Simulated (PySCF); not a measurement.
**`InChI=1S/C6H10O/c1-4-5-6(2)7-3/h4H,1-3H3`**

Molfile (atoms numbered from 1):
```
C6H10O
     RDKit          3D

 17 16  0  0  0  0  0  0  0  0999 V2000
   -3.0755   -0.3018   -0.0128 C   0  0  0  0  0  0  0  0  0  0  0  0
   -1.7109   -0.5131   -0.5992 C   0  0  0  0  0  0  0  0  0  0  0  0
   -0.5781   -0.1935   -0.0227 C   0  0  0  0  0  0  0  0  0  0  0  0
    0.5269    0.1737    0.5962 C   0  0  0  0  0  0  0  0  0  0  0  0
    1.1530    1.5253    0.4157 C   0  0  0  0  0  0  0  0  0  0  0  0
    1.1014   -0.6790    1.5015 O   0  0  0  0  0  0  0  0  0  0  0  0
    2.4864   -0.8698    1.4015 C   0  0  0  0  0  0  0  0  0  0  0  0
   -3.6868    0.3438   -0.6650 H   0  0  0  0  0  0  0  0  0  0  0  0
   -3.0182    0.1609    0.9819 H   0  0  0  0  0  0  0  0  0  0  0  0
   -3.6120   -1.2605    0.0797 H   0  0  0  0  0  0  0  0  0  0  0  0
   -1.6754   -0.9810   -1.5948 H   0  0  0  0  0  0  0  0  0  0  0  0
    2.1472    1.4616   -0.0560 H   0  0  0  0  0  0  0  0  0  0  0  0
    0.5191    2.1558   -0.2200 H   0  0  0  0  0  0  0  0  0  0  0  0
    1.2798    2.0204    1.3929 H   0  0  0  0  0  0  0  0  0  0  0  0
    2.7578   -1.6265    2.1499 H   0  0  0  0  0  0  0  0  0  0  0  0
    2.7796   -1.2427    0.4027 H   0  0  0  0  0  0  0  0  0  0  0  0
    3.0618    0.0486    1.6168 H   0  0  0  0  0  0  0  0  0  0  0  0
  1  2  1  0
  2  3  2  0
  3  4  2  0
  4  5  1  0
  4  6  1  0
  6  7  1  0
  1  8  1  0
  1  9  1  0
  1 10  1  0
  2 11  1  0
  5 12  1  0
  5 13  1  0
  5 14  1  0
  7 15  1  0
  7 16  1  0
  7 17  1  0
M  END
```

Computed with quadratic response CAM-B3LYP/aug-cc-pVDZ first hyperpolarisability, Taylor convention, gas phase (PySCF 2.14.0). Geometry: PBE0-D3(BJ)/def2-SVP.

(1) Give the tensor of the second harmonic β(−2ω;ω,ω) at 1064 nm in the axes of these coordinates.

## Answers

(1) In au, Taylor convention; rows are the first index (the induced dipole):
|  | xx | yy | zz | xy | xz | yz |
| --- | --- | --- | --- | --- | --- | --- |
| x | +20.7 | -8.6 | +36.4 | +5.7 | +72.0 | -20.0 |
| y | +7.7 | -2.3 | -6.1 | -10.1 | -18.8 | +16.2 |
| z | +68.8 | +16.2 | +78.6 | -20.4 | +33.3 | -7.5 |

Norm of βᵢ = ⅓ Σⱼ (βᵢⱼⱼ + βⱼᵢⱼ + βⱼⱼᵢ): 171.8 au, hyper-Rayleigh value 70.6 au.
